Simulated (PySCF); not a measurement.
# Single point on AlBi⁻

State: ²Π (doublet), unpaired electrons π ↑.

An equivalent input (the run itself took its basis sets from the Basis Set Exchange, started from a PBE0 density and held the occupation σ 9α 9β, πx 4α 3β, πy 4α 4β, δx 1α 1β, δy 1α 1β):

```python
from pyscf import gto, dft
mol = gto.M(atom='Al 0 0 0; Bi 0 0 2.63', basis={'Al': 'def2-SVPD', 'Bi': 'def2-SVPD'}, ecp={'Bi': 'def2-SVPD'},
            charge=-1, spin=1, verbose=4, symmetry='C2v')
mf = dft.UKS(mol, xc='M06')
mf.grids.atom_grid = (80, 434)
mf.grids.prune = dft.gen_grid.treutler_prune
mf.irrep_nelec = {'A1': (10, 10), 'A2': (1, 1), 'B1': (4, 3), 'B2': (4, 4)}
mf.conv_tol = 1e-9
mf.max_cycle = 60
mf.diis_space = 10
mf.kernel()
```

The log (some set-up lines and the per-cycle HOMO/LUMO lines removed):

```
******** <class 'pyscf.dft.uks_symm.SymAdaptedUKS'> ********
method = SymAdaptedUKS
damping factor = 0
level_shift factor = 0
DIIS = <class 'pyscf.scf.diis.CDIIS'>
diis_start_cycle = 1
diis_space = 10
diis_damp = 0
SCF conv_tol = 1e-09
SCF conv_tol_grad = None
SCF max_cycles = 60
number electrons alpha = 19  beta = 18
Set gradient conv threshold to 3.16228e-05
init E= -457.018848886611
cycle= 1 E= -457.020287740294  delta_E= -0.00144  |g|= 0.0492  |ddm|= 0.342
cycle= 2 E= -457.011304887775  delta_E= 0.00898  |g|= 0.0975  |ddm|= 0.337
cycle= 3 E= -457.023291252731  delta_E= -0.012  |g|= 0.00373  |ddm|= 0.233
cycle= 4 E= -457.023308873006  delta_E= -1.76e-05  |g|= 0.00237  |ddm|= 0.028
cycle= 5 E= -457.023315563832  delta_E= -6.69e-06  |g|= 0.000594  |ddm|= 0.0077
cycle= 6 E= -457.023318145873  delta_E= -2.58e-06  |g|= 0.000261  |ddm|= 0.00596
cycle= 7 E= -457.023318861926  delta_E= -7.16e-07  |g|= 0.000102  |ddm|= 0.00356
cycle= 8 E= -457.023318901617  delta_E= -3.97e-08  |g|= 1.23e-05  |ddm|= 0.000852
cycle= 9 E= -457.023318902525  delta_E= -9.08e-10  |g|= 3.47e-06  |ddm|= 0.000169
Extra cycle  E= -457.023318902529  delta_E= -4.55e-12  |g|= 5.55e-06  |ddm|= 3.05e-05
converged SCF energy = -457.023318902529  <S^2> = 0.75103092  2S+1 = 2.0010307
```

Repeating this along the bond gives Re = 2.648 Å and ωe = 295 cm⁻¹.

A point of this curve took 1.4 CPU seconds beside 0.17 for the integrals, on Arm Neoverse V1 (shared host).

These are scalar-relativistic numbers at best; spin–orbit coupling would shift them, the dissociation energy most. The highest Kohn–Sham level is positive in this anion. Much of that is self-interaction error, but it also means that the finite basis helps to hold the extra electron. The state was picked by a PBE0 search and need not be the measured ground state.
